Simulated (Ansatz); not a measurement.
H₁₂Au₁₃⁺, relaxed as a singlet with RKS PBE-D4/def2-SVP in Ansatz, starting from a model built from a lattice or polyhedron. Force threshold 0.03 eV/Å.

In the def2 sets Au takes a core potential; there is no spin–orbit coupling. Single mean-field runs in def2-SVP are fitted with def2-universal-jkfit.

Start:

```xyz
25

Au    0.015   -0.001    0.001
Au    0.331    1.077    2.498
Au    1.785    2.093    0.203
Au   -1.770   -2.094   -0.214
Au   -0.334   -1.103   -2.513
Au    1.093   -2.498   -0.396
Au    2.382   -0.532    1.270
Au   -2.368    0.519   -1.288
Au   -1.129    2.494    0.379
Au    0.103    1.746   -2.138
Au    2.250   -0.092   -1.573
Au   -2.223    0.143    1.605
Au   -0.120   -1.737    2.121
H     0.497    1.741    3.974
H     2.798    3.328    0.330
H    -2.810   -3.319   -0.324
H    -0.496   -1.730   -3.965
H     1.721   -3.971   -0.639
H     3.776   -0.809    2.011
H    -3.789    0.845   -2.017
H    -1.724    3.949    0.653
H     0.151    2.750   -3.371
H     3.554   -0.208   -2.493
H    -3.540    0.186    2.526
H    -0.152   -2.777    3.360
```

| step | energy (eV) | largest force component (eV/Å) | SCF passes |
| --- | --- | --- | --- |
| 1 | -48223.1397 | 1.394 | 95 |
| 2 | -48224.0468 | 0.357 | 59 |
| 3 | -48224.4924 | 0.463 | 50 |
| 4 | -48224.8668 | 0.841 | 46 |
| 5 | -48225.3280 | 0.700 | 43 |
| 6 | -48225.7794 | 0.886 | 43 |
| 7 | -48226.1542 | 0.789 | 42 |
| 8 | -48226.4972 | 0.887 | 35 |
| 9 | -48226.7869 | 0.774 | 36 |
| 10 | -48227.0616 | 0.437 | 35 |
| 11 | -48227.3010 | 0.398 | 32 |
| 14 | -48227.7459 | 0.267 | 31 |
| 17 | -48227.9151 | 0.142 | 26 |
| 20 | -48227.9971 | 0.168 | 31 |
| 23 | -48228.1925 | 0.203 | 31 |
| 26 | -48228.4489 | 0.153 | 29 |
| 29 | -48228.7213 | 0.162 | 29 |
| 32 | -48228.8623 | 0.106 | 24 |
| 35 | -48228.9601 | 0.189 | 23 |
| 38 | -48229.1332 | 0.288 | 24 |
| 41 | -48229.2902 | 0.149 | 27 |
| 44 | -48229.4778 | 0.401 | 27 |
| 47 | -48229.7591 | 0.308 | 27 |
| 50 | -48229.8750 | 0.078 | 27 |
| 53 | -48229.8914 | 0.054 | 23 |
| 56 | -48229.9005 | 0.016 | 23 |
| 58 | -48229.9023 | 0.020 | 24 |

Force components are those of the run's own axes.

End:

```xyz
25

Au    0.566    0.287    0.276
Au   -1.131    0.376    2.797
Au    2.851    1.962    0.251
Au   -0.551   -3.085   -0.024
Au   -0.294   -0.538   -2.542
Au    2.199   -3.013    0.428
Au    3.420   -0.601    0.671
Au   -2.330   -0.953   -0.737
Au   -1.714    3.451   -0.663
Au    0.555    2.311   -1.535
Au    2.264    0.074   -2.026
Au   -2.764    1.345    0.746
Au    0.721   -1.612    2.295
H    -2.318    1.596    2.523
H     4.294    2.444    0.717
H    -2.196   -2.691   -0.194
H    -1.867   -1.075   -2.651
H     0.894   -4.100    0.191
H     3.796   -2.265    0.822
H    -2.933    0.704   -0.924
H    -3.024    3.165    0.411
H    -0.372    3.806   -1.789
H     2.821   -0.422   -3.440
H    -2.933   -0.470    0.819
H     0.045   -0.698    3.577
```

Bonds lost: Au1–Au4, Au1–Au6, Au1–Au9, Au1–Au12, Au2–Au3, Au2–Au7, Au2–Au9, Au3–Au9 (atoms count from 1). Bonds formed: Au2–H25, Au4–H18, Au6–H19, Au8–H16, Au8–H17, Au8–H24, Au9–H22, Au12–H14 (atoms count from 1). Metal–metal contacts that move far: Au1–Au8 2.76 to 3.31 Å.

The force fell under the threshold at step 55, but the optimiser went on and released 0.003 eV more. No frequencies were taken in this run, so the end may be a saddle point.

Run time 5.1 min (2 threads of AMD EPYC 7R13 on a shared host and a share (18 GiB) of an NVIDIA H100 80GB HBM3), peak host memory 1.2 GiB.
